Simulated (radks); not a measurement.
All-electron atom: Lu in [Xe] 4f14 5d1 6s2. Calculated with a radial shooting solver on a logarithmic mesh with Libxc functionals: non-relativistic Kohn-Sham, LDA (Slater exchange, Perdew-Wang correlation), spin-unpolarised, spherical densities, point nucleus; relativity is left out, which matters for an element this heavy.

Radial electron density D(r) = 4 pi r^2 rho(r):

```
   r/bohr * D(r) (the largest magnitude, 123, reaches the edge; | marks zero)
 0.001004 |*
 0.001438 | *
 0.002045 |   *
 0.002932 |       *
 0.004168 |             *
 0.005975 |                     *
 0.008496 |                              *
  0.01218 |                                      *
  0.01731 |                                       *
  0.02482 |                                    *
  0.03529 |                                      *
  0.05058 |                                                  *
  0.07192 |                                                      *
   0.1031 |                                             *
   0.1466 |                                               *
   0.2101 |                                            *
   0.2987 |                          *
   0.4282 |                             *
   0.6088 |                      *
   0.8727 |        *
    1.241 |    *
    1.764 | *
    2.529 |*
    3.596 *
    5.154 *
    7.329 *
     10.5 *
```

D(r) has 4 maxima, at r = 0.0159, 0.0659, 0.172, 0.456 bohr, and minima at 0.0280, 0.115, 0.326 bohr, inside which lie 1.94, 11.44, 30.11 electrons.
